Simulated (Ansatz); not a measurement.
Input for Ansatz (a first-principles code): U-CCSD(T)/def2-TZVPP on H4MgSi (SMILES [MgH][SiH3]), a point of a bond scan (R = 2.983 Å).

Ansatz 0.2 input:
```yaml
crystal:
  periodic: [false, false, false]
  atoms:
    - {symbol: Mg, position_ang: [-1.27392741, -0.69923846, -0.17849356]}
    - {symbol: H, position_ang: [-2.75463928, -1.51197762, -0.38596026]}
    - {symbol: Si, position_ang: [0.97176783, 0.53338788, 0.13615713]}
    - {symbol: H, position_ang: [2.25434363, -0.03391072, 2.76855757]}
    - {symbol: H, position_ang: [0.83766034, 2.01691253, 0.06363188]}
    - {symbol: H, position_ang: [1.98630247, 0.16875768, -0.89430607]}
basis:
  gaussian:
    orbitals: def2-TZVPP
correlation: {method: ccsd_t, electrons: outside_noble_gas}
scf: {omitted_lower_state_checks: [cluster_reference]}
magnetization: {spin_polarized: true, initial_magnetization: 0}
```

It printed:

```
WARN ansatz: RAYON_NUM_THREADS=1 ignored (pool sized by the plan → 1); use --threads N
Functional definition: HF
these checks for a lower state are left out or cut short: cluster_reference
integrals: 0.37 GiB planned
809 factors; integrals over basis functions are off by at most 1.7e-3 eV
mean field: 0.34 GiB planned
mean field evaluation 1: about -13351.3482 eV, gradient 8.8e0 eV
mean field evaluation 2: about -13351.3444 eV, gradient 8.8e0 eV
mean field evaluation 4: about -13352.4748 eV, gradient 1.3e0 eV
mean field evaluation 8: about -13352.4955 eV, gradient 2.0e-3 eV
mean field evaluation 16: about -13353.8436 eV, gradient 2.9e-1 eV
mean field evaluation 32: about -13353.8394 eV, gradient 2.3e-6 eV
mean field evaluation 64: about -13353.8317 eV, gradient 6.3e-1 eV
mean field -13353.83941407 eV, -490.7445469096 hartree, gradient 8.3e-6 eV, S^2 0.904861; 5 other end points of the search recorded, 0 dependent functions left out
10 core orbitals not correlated
reference -13353.83941407 eV, -490.7445469096 hartree; 5, 5 occupied and 115, 115 virtual orbitals, 809 factors
second order -4.13059294 eV of doubles, -0.00000000 eV of singles
coupled cluster: 0.81 GiB planned
cycle   1  -4.80236610 eV  change   -6.7e-1 eV  update   7.3e-2
cycle   2  -5.09469454 eV  change   -2.9e-1 eV  update   3.2e-2
cycle   3  -5.12137036 eV  change   -2.7e-2 eV  update   1.7e-2
cycle   4  -5.13247725 eV  change   -1.1e-2 eV  update   1.3e-2
cycle   5  -5.14898745 eV  change   -1.7e-2 eV  update   1.1e-2
cycle   6  -5.17460625 eV  change   -2.6e-2 eV  update   9.2e-3
cycle   7  -5.20084880 eV  change   -2.6e-2 eV  update   6.4e-3
cycle   8  -5.21467050 eV  change   -1.4e-2 eV  update   3.7e-3
cycle   9  -5.21866157 eV  change   -4.0e-3 eV  update   1.8e-3
cycle  10  -5.21980263 eV  change   -1.1e-3 eV  update   8.6e-4
cycle  11  -5.22047214 eV  change   -6.7e-4 eV  update   4.9e-4
cycle  12  -5.22045981 eV  change    1.2e-5 eV  update   2.4e-4
cycle  13  -5.22037162 eV  change    8.8e-5 eV  update   1.4e-4
cycle  14  -5.22025649 eV  change    1.2e-4 eV  update   7.9e-5
cycle  15  -5.22022775 eV  change    2.9e-5 eV  update   4.3e-5
cycle  16  -5.22024781 eV  change   -2.0e-5 eV  update   2.5e-5
cycle  17  -5.22025817 eV  change   -1.0e-5 eV  update   1.4e-5
cycle  18  -5.22025658 eV  change    1.6e-6 eV  update   8.4e-6
cycle  19  -5.22024983 eV  change    6.7e-6 eV  update   6.3e-6
cycle  20  -5.22024052 eV  change    9.3e-6 eV  update   5.1e-6
cycle  21  -5.22023332 eV  change    7.2e-6 eV  update   3.9e-6
cycle  22  -5.22022413 eV  change    9.2e-6 eV  update   3.1e-6
cycle  23  -5.22021542 eV  change    8.7e-6 eV  update   2.1e-6
cycle  24  -5.22021205 eV  change    3.4e-6 eV  update   1.0e-6
coupled cluster: 0.81 GiB planned
perturbative correction -0.20098468 eV, -0.0073860509 hartree
Total energy: -13359.26061081 eV, -490.9437722150 hartree
Checks for a lower state left out: cluster_reference
```

The run converged. Its determinant has ⟨S²⟩ = 0.90, a mixture of spin states.

Cost: roughly 21 core-seconds.
